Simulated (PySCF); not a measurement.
Input for PySCF: R-B3LYP/6-311+G** on CH3ClSi (SMILES C[Si]Cl), a point of a torsion scan.

```python
from pyscf import gto, scf, dft, mp
from pyscf.data.elements import chemcore

mol = gto.M(
    atom='''
    C    -0.60915717    0.00029891    0.01994760
    Si    1.00088671    1.03393852   -0.13679988
    Cl    1.63653758    1.04546322    1.85122605
    H    -0.81458134   -0.32504645    1.04004456
    H    -1.46683568    0.57558718   -0.32620302
    H    -0.55522657   -0.88722798   -0.60915823
    ''',
    basis='6-311+g**',
    charge=0, spin=0, verbose=3, max_memory=1800)
mf = dft.RKS(mol, xc='b3lyp')
mf.conv_tol = 1e-8
mf.max_cycle = 100
mf.kernel()
if not mf.converged:
    mf = mf.newton().run(mf.mo_coeff, mf.mo_occ)
```

Output:

```
converged SCF energy = -789.677760756626
```

The run converged.

Cost: roughly 9 core-seconds.
